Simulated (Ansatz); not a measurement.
Reactions of H₄O₂Se₂Ti (`[OH][Ti]([OH])([SeH])[SeH]`).

Isolated molecules relaxed with PBE0-D4/def2-TZVP in Ansatz; ΔE leaves out vibrations. CCSD(T)/CBS is the MP2 limit (def2-TZVPP, def2-QZVPP) plus CCSD(T) − MP2 in def2-TZVPP, frozen cores. Functionals use def2-TZVPP. Elements past krypton have def2 core potentials. For Ge, Se, Sn, Ti outer-core shells are correlated without core-valence functions, which leaves a few kJ/mol of doubt a bond. Scalar relativity is left out up to krypton. Each species was taken in one conformer, which may not be the lowest.

| reaction | ωB97X-V (eV) | r2SCAN-D4 (eV) | HF/CBS(def2) (eV) | CCSD(T)/CBS(def2) (eV) |
| --- | --- | --- | --- | --- |
| `[OH][Ti]([OH])([SeH])[SeH]` + `CO[SiH](C)O` → `CO[SiH](C)[SeH]` + `[OH][Ti]([OH])([OH])[SeH]` | 0.15 | 0.24 | 0.24 | 0.29 |
| `[OH][Ti]([OH])([SeH])[SeH]` + `C=NCO` → `C=NC[SeH]` + `[OH][Ti]([OH])([OH])[SeH]` | -0.45 | -0.39 | -0.43 | -0.37 |
| `[OH][Ti]([OH])([SeH])[SeH]` + `[OH][SnH2][SH]` → `[SH][SnH2][SeH]` + `[OH][Ti]([OH])([OH])[SeH]` | -0.79 | -0.72 | -0.92 | -0.69 |
| `[OH][Ti]([OH])([SeH])[SeH]` + `C[O][Ge]([OH])([F])[Cl]` → `C[O][Ge]([F])([Cl])[SeH]` + `[OH][Ti]([OH])([OH])[SeH]` | -0.44 | -0.37 | -0.38 | -0.31 |
| `[OH][Ti]([OH])([SeH])[SeH]` + `O[SiH2]F` → `[OH][Ti]([OH])([OH])[SeH]` + `F[SiH2][SeH]` | 0.22 | 0.31 | 0.30 | 0.38 |
| `[OH][Ti]([OH])([SeH])[SeH]` + `[CH3][GeH]([OH])[Cl]` → `[CH3][GeH]([Cl])[SeH]` + `[OH][Ti]([OH])([OH])[SeH]` | -0.47 | -0.41 | -0.49 | -0.36 |

Largest T1 diagnostic: 0.023, for `[OH][Ti]([OH])([OH])[SeH]`.
